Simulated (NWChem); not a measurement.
Molecule: C3H7BO; SMILES CB(C)C=O

```xyz
12

C      1.3909    -1.1126    -0.0933
B     -0.0012    -0.4233     0.1415
C     -1.3774    -1.1388    -0.1044
C     -0.0044     1.1146     0.5317
O     -0.0152     1.8956    -0.4186
H      2.1809    -0.8167     0.6272
H      1.3462    -2.2166    -0.1751
H      1.7344    -0.7262    -1.0830
H     -2.1683    -0.4608    -0.4838
H     -1.3122    -2.0407    -0.7454
H     -1.7293    -1.4842     0.8979
H      0.0216     1.5177     1.5991
```
Atoms are numbered in this order, from 1.

Computed with NWChem. Pople sets run with spherical d functions. Coordinates come from a PBE-D3(BJ)/def2-SVP optimisation. Total energies compare along this basis series because the functional is fixed.

| level | basis functions | energy (Ha) | highest occupied level (eV) | orbital gap (eV) | dipole (D) | relative time |
|---|---|---|---|---|---|---|
| PBE0/STO-3G | 32 | -215.5731 | -3.70 | 5.61 | 1.55 | 1 |
| PBE0/3-21G | 59 | -217.1218 | -6.36 | 5.70 | 2.50 | 1 |
| PBE0/6-31G* | 84 | -218.3186 | -6.56 | 5.88 | 2.62 | 3 |
| PBE0/6-31+G* | 104 | -218.3291 | -6.90 | 5.82 | 2.89 | 4 |
| PBE0/6-311G** | 132 | -218.3812 | -6.75 | 5.82 | 2.65 | 5 |
| PBE0/6-311++G** | 159 | -218.3865 | -6.92 | 5.77 | 2.89 | 10 |

Times are rough ratios from one shared machine.
